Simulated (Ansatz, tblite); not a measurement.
Cost and result up the ladder for [GaClH3]- (GaH₃Cl⁻) (5 atoms). Total charge -1; singlet. Geometry: PBE-D4/def2-TZVPD.

```xyz
5

Ga    0.195   -0.035    0.084
Cl   -1.920    0.341   -0.834
H     0.933    1.398    0.038
H     0.877   -1.140   -0.871
H    -0.085   -0.565    1.582
```

Ansatz on 4 threads of Intel Xeon on a shared host; xTB runs through tblite on one thread. Times are rough, summed over both states, and most runs start from the orbitals of an earlier one. No level here is sound enough to serve as a yardstick. The other state is a doublet.

The xTB rows come from tblite. Correlated methods freeze 14 core orbitals; core or outer-core shells of Ga are correlated, in sets that lack core-valence functions. In CCSD on the charge 0 doublet the largest single amplitude is 0.28, so its Hartree–Fock determinant may place the open shell otherwise than the density functionals do. HOMO above LUMO, or a gap near zero within one spin, warns that the state may not be the lowest or that an electron is smeared out.

Run but left out: HF/def2-TZVPPD, MP2/def2-TZVPPD (neutral doublet: a determinant that CCSD turns far, T1 0.050); PBE-D4/def2-TZVPD (neutral doublet: an occupied level 0.17 eV above an empty one).

Correlated methods converge slowly with the basis.

Raw xTB energies of ions are shifted by several eV.

```
               level  functions  wall time
            GFN2-xTB         21    0.009 s
            GFN1-xTB         24     0.01 s
r2SCAN-D4/def2-TZVPD        127      7.2 s
 CCSD(T)/def2-TZVPPD        156       59 s
```

Estimate what each level gives for the vertical IE (eV).


```tsv
level	vertical IE (eV)	remarks
GFN2-xTB	9.30	–
GFN1-xTB	9.68	–
r2SCAN-D4/def2-TZVPD	4.53	gap within one spin near zero (doublet)
CCSD(T)/def2-TZVPPD	5.08	large T1 (0.050) (doublet)
```
